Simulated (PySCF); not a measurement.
C12H9B. Atoms are numbered in the order given.

```xyz
22

C     -1.4222     2.4634     0.0000
C     -2.1533     1.2609     0.0000
C     -1.5076     0.0000     0.0000
C     -2.1533    -1.2609     0.0000
C     -1.4222    -2.4634     0.0000
C     -0.0153    -2.4952     0.0000
C      0.7538    -1.3056     0.0000
C      2.1686    -1.2344     0.0000
C      2.8445     0.0000     0.0000
C      2.1686     1.2344     0.0000
C      0.7538     1.3056     0.0000
C     -0.0153     2.4952     0.0000
B      0.0000     0.0000     0.0000
H     -1.9685     3.4095     0.0000
H     -3.2496     1.3257     0.0000
H     -3.2496    -1.3257     0.0000
H     -1.9685    -3.4095     0.0000
H      0.4767    -3.4771     0.0000
H      2.7729    -2.1514     0.0000
H      3.9369     0.0000     0.0000
H      2.7729     2.1514     0.0000
H      0.4767     3.4771     0.0000
```

Geometry: B3LYP-D3(BJ)/def2-SVP.

Level of theory: PBE/pcSseg-1 (PySCF).

GIAO shieldings, no solvent; atoms alike by connectivity are averaged. δ = σ(ref) − σ: ¹³C against TMS (σ = 182.0 ppm); ¹¹B against BF3 (σ = 83.9 ppm); ¹H against TMS (σ = 31.49 ppm), references at their B3LYP-D3(BJ)/def2-TZVP geometries, non-relativistic.

Computed chemical shifts:
```json
[
 {"nucleus": "¹³C", "atoms": "C2, C4, C6, C8, C10, C12", "count": "6", "δ (ppm)": "166.3"},
 {"nucleus": "¹³C", "atoms": "C3, C7, C11", "count": "3", "δ (ppm)": "152.0"},
 {"nucleus": "¹³C", "atoms": "C1, C5, C9", "count": "3", "δ (ppm)": "136.4"},
 {"nucleus": "¹¹B", "atoms": "B13", "count": "1", "δ (ppm)": "25.5"},
 {"nucleus": "¹H", "atoms": "H15, H16, H18, H19, H21, H22", "count": "6", "δ (ppm)": "5.64"},
 {"nucleus": "¹H", "atoms": "H14, H17, H20", "count": "3", "δ (ppm)": "5.06"}
]
```
